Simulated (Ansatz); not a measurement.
## A ladder of methods for C5H8O2 (acetylacetone (keto form))

C5H8O2 has 15 atoms, charge 0, and is taken as a singlet. SMILES: `CC(=O)CC(C)=O`. Geometry: relaxed at PBE0-D4/def2-TZVP. This is one conformer, not always the lowest.

```xyz
15

C    -1.2468    1.4050   -1.1974
C    -0.0470    0.5117   -1.1132
O     1.0383    0.8182   -1.5368
C    -0.2573   -0.8170   -0.3987
C     0.0254   -0.5799    1.0792
C     1.4483   -0.7653    1.5099
O    -0.8515   -0.2241    1.8247
H    -0.9642    2.3870   -1.5716
H    -1.9861    0.9542   -1.8666
H    -1.7190    1.4837   -0.2141
H    -1.2889   -1.1545   -0.4980
H     0.4395   -1.5428   -0.8177
H     1.5848   -0.4169    2.5317
H     2.1146   -0.2336    0.8246
H     1.7100   -1.8258    1.4440
```

Quantity: the vertical ionisation energy (to the doublet cation), in eV. The values are calculated.

```
                              level                   kind  program  value (eV)  CPU time (all runs)
    HF/6-31G* (spherical functions)           Hartree–Fock   Ansatz        8.62                 50 s
 SVWN5/6-31G* (spherical functions)                    LDA   Ansatz        8.78                 26 s
   PBE/6-31G* (spherical functions)                    GGA   Ansatz        8.59                 46 s
r2SCAN/6-31G* (spherical functions)               meta-GGA   Ansatz        8.83                100 s
 B3LYP/6-31G* (spherical functions)          global hybrid   Ansatz        9.10                 55 s
  PBE0/6-31G* (spherical functions)          global hybrid   Ansatz        9.17                 68 s
   MP2/6-31G* (spherical functions)    perturbation theory   Ansatz        9.93                 43 s
  CCSD/6-31G* (spherical functions)  coupled cluster or CI   Ansatz        9.42              6.4 min
```

The values span 8.59 to 9.93 eV. Times are those of the runs behind each value, whatever else they computed, on shared processors of several kinds: orders of magnitude only.
